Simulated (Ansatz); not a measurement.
One geometry of B(phosphinine)H3 (C5H8BP), several levels of theory.

```yaml
crystal:
  periodic: [false, false, false]
  atoms:
    - {symbol: B, position_ang: [1.019394, 1.652825, -1.982684]}
    - {symbol: P, position_ang: [0.327857, 0.531439, -0.595949]}
    - {symbol: C, position_ang: [-1.221949, 0.604187, 0.130071]}
    - {symbol: C, position_ang: [-1.627195, -0.300974, 1.107165]}
    - {symbol: C, position_ang: [-0.827242, -1.341033, 1.584128]}
    - {symbol: C, position_ang: [0.470972, -1.573529, 1.125829]}
    - {symbol: C, position_ang: [1.099123, -0.803665, 0.150822]}
    - {symbol: H, position_ang: [-1.899406, 1.399244, -0.193277]}
    - {symbol: H, position_ang: [-2.631602, -0.188251, 1.526702]}
    - {symbol: H, position_ang: [-1.234800, -2.001700, 2.352506]}
    - {symbol: H, position_ang: [1.029426, -2.408885, 1.559296]}
    - {symbol: H, position_ang: [2.121333, -1.039762, -0.157389]}
    - {symbol: H, position_ang: [2.220114, 1.682186, -1.768248]}
    - {symbol: H, position_ang: [0.435448, 2.711764, -1.821451]}
    - {symbol: H, position_ang: [0.718516, 1.076164, -3.017539]}
basis:
  gaussian: {orbitals: def2-TZVP, initial_orbitals: start.molden}
hamiltonian: {xc: {name: revPBE}, dispersion: d4}
scf: {omitted_lower_state_checks: [starts]}
output: {orbitals: {seedname: orbitals}}
```

The file start.molden holds the orbitals of an earlier run on this structure, at another level or in another basis.

```sh
$ ansatz run in.yaml --threads 4 --pin off --events-out ev --progress --plain --max-ram 4787MiB
```

Output, abridged:

```
Functional definition: revPBE
1691 factors; their error is unknown
mean field evaluation 1: about -15278.6973 eV, gradient 1.1e1 eV
mean field evaluation 2: about -15278.7970 eV, gradient 1.3e-1 eV
mean field evaluation 4: about -15278.7469 eV, gradient 7.7e-4 eV
mean field -15278.74691613 eV, -561.4835928610 hartree, gradient 1.3e-5 eV, S^2 0.000000; 0 other end points of the search recorded, 0 dependent functions left out
reference -15278.74698183 eV, -561.4835952757 hartree; 29, 29 occupied and 242, 242 virtual orbitals, 1691 factors
Total energy: -15280.08543445 eV, -561.5327825022 hartree
Checks for a lower state left out: starts
```

It took 7 s on 4 threads of Intel Xeon on a shared host.

Geometry: PBE0-D4/def2-SVP.
